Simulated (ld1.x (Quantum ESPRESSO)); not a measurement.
**Transferability test, TM potential for F (Z = 9)**

ld1.x (Quantum ESPRESSO) 7.5 input, shortened:

```
&input
   title='F', zed=9., rel=0, dft='PBE', iswitch=3,
   config='[He] 2s2 2p5 3d-2'
 /
 &inputp
   pseudotype=2, tm=.true., lloc=-1, rcloc=0.60,
   nlcc=.false.
 /
3
2S  1  0   2.00   0.00  0.55  0.55  0.0
2P  2  1   5.00   0.00  1.75  1.75  0.0
3D  3  2  -2.00  -0.10  1.45  1.45  0.0
 &test
   configts(1)='2s2 2p5'
 /
```

Energies are relative to the spin-unpolarised reference configuration 2s2 2p5; without spin polarisation the order of configurations can differ from experiment.

| valence configuration | charge | ΔE all-electron (eV) | error AE − PS (meV) |
| --- | --- | --- | --- |
| 2s2 2p4 | +1 | 19.402 | +52 |
| 2s2 2p2 | +3 | 118.439 | +1846 |
| 2s2 2p1 | +4 | 204.237 | +5105 |
| 2s2 2p4.5 | +0.5 | 7.549 | +7.4 |
| 2s2 2p5.3 | -0.3 | -2.673 | +0.6 |
| 2s1 2p6 | 0 | 18.724 | +9.1 |

(1) What are ΔE and the potential's error for 2s2 2p3?

Levels in the configuration 2s2 2p5.3:

| level | all-electron (eV) | pseudo (eV) |
| --- | --- | --- |
| 2s | -25.326 | -25.299 |
| 2p | -6.768 | -6.770 |

## Answers

(1) ΔE = 57.796 eV all-electron; the error (AE − PS) is +462 meV.
